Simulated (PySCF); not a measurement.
Species: COSe.
Bonds: O1–C2 (double), C2–Se3 (double).

Computed by this run: PBE0-D3(BJ)/def2-SVP geometry optimisation, gas phase (PySCF); density fitting, grid level 1; the optimiser is geomeTRIC in internal coordinates, started from a GFN2-xTB structure.

Step 0: E = -68412.3260 eV
```
atom  x, y, z in Å  |  force x, y, z in eV/Å
O1     -1.1421    0.7684   -0.0065   -0.179   0.101   0.000
C2     -0.1440    0.1885   -0.0045   -1.304   0.758  -0.003
Se3     1.2976   -0.6490   -0.0016    1.482  -0.859   0.003
```

Question: Estimate the geometry and energy of step 1. (The exact step hangs on the optimiser's Hessian estimate; all steps are aligned on step 0, rigid shifts and turns removed.)

Answer: E = -68412.3589 eV, largest force 0.133 eV/Å
```
atom  x, y, z in Å  |  force x, y, z in eV/Å
O1     -1.1533    0.7746   -0.0066    0.046  -0.026   0.000
C2     -0.1547    0.1951   -0.0042   -0.116   0.064  -0.003
Se3     1.3194   -0.6619   -0.0017    0.071  -0.038   0.003
```

The energy changes by -0.0330 eV. The first-order estimate −F·Δx gives -0.0650 eV and the mean of the old and new forces, exact on a quadratic surface, -0.0340 eV. The step makes an angle of 24° with the force vector and moves no atom by more than 0.025 Å.

What follows is the cost of the whole optimisation. Time: 3.0 s of wall time; peak memory 0.33 GiB. Hardware: one thread, Arm Neoverse V1 (aarch64), shared host.
